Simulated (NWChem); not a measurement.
Species: C₄H₆S; SMILES C#CCSC

```xyz
11

C     -0.4929    -2.5023    -0.2923
C      0.1639    -1.5459     0.0565
C      0.9246    -0.3845     0.4854
S      0.4400     1.1721    -0.3318
C     -1.2595     1.3142     0.2537
H     -1.0647    -3.3556    -0.6070
H      1.9915    -0.5131     0.2414
H      0.8576    -0.2642     1.5799
H     -1.6818     2.2084    -0.2257
H     -1.3050     1.4438     1.3459
H     -1.8544     0.4379    -0.0444
```
Atoms are numbered in this order, from 1.

Computed with NWChem. Pople sets run with spherical d functions. Geometry: optimised at PBE0/def2-SVP. B3LYP is NWChem's, with the RPA form of VWN correlation.

For level B3LYP/STO-3G:

| Quantity | Value |
|---|---|
| highest occupied level (eV) | -3.21 |
| orbital gap (eV) | 7.35 |
| dipole (D) | 0.65 |

Question: How do the values read with level B3LYP/6-311G** instead?

Answer: 
| Property | Result |
|---|---|
| highest occupied level (eV) | -6.35 |
| orbital gap (eV) | 6.44 |
| dipole (D) | 1.39 |
